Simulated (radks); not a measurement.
Problem. The mean radii <r> (bohr) of the occupied orbitals of an atom or ion are listed with their occupations. All-electron calculation, Dirac Kohn-Sham, BLYP, spin-unpolarised, spherical densities, point nucleus. Program: a radial shooting solver on a logarithmic mesh with Libxc functionals.

| orbital | occ. | <r> |
|---|---|---|
| 1s1/2 | 2 | 0.1991 |
| 2s1/2 | 2 | 0.9778 |
| 2p1/2 | 0.333333 | 0.9179 |
| 2p3/2 | 0.666667 | 0.9188 |

Name the element and its charge. Open shells, if any, are shared by 2j + 1.

Solution. Z = 8, oxygen, charge +3: O3+ in [He] 2s2 2p1. The 1s radius gives Z: for a bare nucleus <r> = (2 gamma + 1)/(2Z) with gamma = sqrt(1 - (Z/c)^2), 0.1873 bohr for Z = 8, and screening makes it slightly larger (0.1991 here). The occupations add up to 5, and the charge is Z minus that.
